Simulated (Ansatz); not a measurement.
Job for Ansatz (an electronic-structure program): R-B97M-V/def2-TZVPP on CH5ClSi (SMILES C[SiH2]Cl).

Ansatz 0.2 input:
```yaml
crystal:
  periodic: [false, false, false]
  atoms:
    - {symbol: Si, position_ang: [0.80663500, 0.28626202, 0.01867064]}
    - {symbol: C, position_ang: [-0.99474169, -0.18364010, 0.03978629]}
    - {symbol: Cl, position_ang: [1.93039443, -1.30553998, -0.69373731]}
    - {symbol: H, position_ang: [1.05682994, 1.43494677, -0.87714970]}
    - {symbol: H, position_ang: [1.30125634, 0.59916894, 1.37587616]}
    - {symbol: H, position_ang: [-1.16276376, -1.04606091, 0.68649258]}
    - {symbol: H, position_ang: [-1.59580941, 0.64894871, 0.41384726]}
    - {symbol: H, position_ang: [-1.34180084, -0.43388546, -0.96378592]}
basis:
  gaussian:
    orbitals: def2-TZVPP
hamiltonian:
  xc: {name: B97M-V}
scf: {lower_state_search: off}
```

It printed:

```
WARN ansatz: RAYON_NUM_THREADS=4 ignored (pool sized by the plan → 4); use --threads N
Functional definition: B97M-V
these checks for a lower state are left out or cut short: stability, starts, cluster_reference, orbital_swaps, neighbouring_geometries, increment
integrals: 0.11 GiB planned
1057 factors; their error is unknown
mean field: 0.82 GiB planned
mean field evaluation 1: about -21510.4374 eV, gradient 5.1e1 eV
mean field evaluation 2: about -21505.5507 eV, gradient 6.1e1 eV
mean field evaluation 4: about -21516.3997 eV, gradient 2.8e0 eV
mean field evaluation 8: about -21516.4266 eV, gradient 6.5e-2 eV
mean field evaluation 16: about -21516.3941 eV, gradient 1.2e-4 eV
mean field -21516.39409894 eV, -790.7128988003 hartree, gradient 2.7e-6 eV, S^2 0.000000; 0 other end points of the search recorded, 0 dependent functions left out
reference -21516.39415497 eV, -790.7129008593 hartree; 21, 21 occupied and 164, 164 virtual orbitals, 1057 factors
Total energy: -21516.39415497 eV, -790.7129008593 hartree
Checks for a lower state left out: stability, starts, cluster_reference, orbital_swaps, neighbouring_geometries, increment
```

The calculation finished and met its thresholds.

Cost: roughly 5 core-seconds.
